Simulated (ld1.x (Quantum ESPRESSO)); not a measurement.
## Transferability test, TM potential for boron

- Element: boron (B)
- Generator: ld1.x (Quantum ESPRESSO) 7.5
- Type: norm-conserving Troullier–Martins (Kleinman–Bylander form)
- Functional: PBEsol
- Relativity: non-relativistic
- Frozen core: [He]
- Valence charge: 3
- Reference configuration: 2s2 2p1
- Partial waves: 2s (bound): rc 1.18 bohr; 2p (bound): rc 2.16 bohr; 3d channel at 0.05 Ry: rc 2.06 bohr
- Local potential: the d channel
- Core correction: none

Energies are relative to the spin-unpolarised reference configuration 2s2 2p1; without spin polarisation the order of configurations can differ from experiment.

| valence configuration | charge | ΔE all-electron (eV) | error AE − PS (meV) |
| --- | --- | --- | --- |
| 2s2 2p0 | +1 | 8.142 | +29 |
| 2s1 2p0 | +2 | 33.396 | +117 |
| 2s1 2p1 | +1 | 14.259 | -7.1 |
| 2s2 2p1.3 | -0.3 | -0.725 | +0.3 |
| 2s0 2p3 | 0 | 11.644 | +0.4 |
| 2s1 2p2 | 0 | 5.813 | +1.3 |

(1) What are ΔE and the potential's error for 2s2 2p0.5?

Levels in the configuration 2s1 2p0:

| level | all-electron (eV) | pseudo (eV) |
| --- | --- | --- |
| 2s | -31.270 | -31.130 |

Answers

(1) ΔE = 2.856 eV all-electron; the error (AE − PS) is +3.7 meV.
